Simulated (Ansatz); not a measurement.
LaO (SMILES [O]=[La]), doublet, geometry from GFN2-xTB (such geometries of metal compounds can be far from the true shape) (core potentials on La).

Ansatz (a first-principles code) was given this input:
Ansatz 0.2 input:
```yaml
crystal:
  periodic: [false, false, false]
  atoms:
    - {symbol: La, position_ang: [-0.00000000, -0.00000000, -0.24883547]}
    - {symbol: O, position_ang: [0.00000000, 0.00000000, 1.77295270]}
basis:
  gaussian:
    orbitals: def2-QZVP.json
hamiltonian:
  xc: hf
magnetization: {spin_polarized: true, initial_magnetization: 1}
```
The basis file holds def2-QZVP in the JSON format of the Basis Set Exchange.

Question: What does this run give for the number of basis functions, <S^2>?

Answer: 
The number of basis functions comes out as 129 and the <S^2> comes out as 0.757.
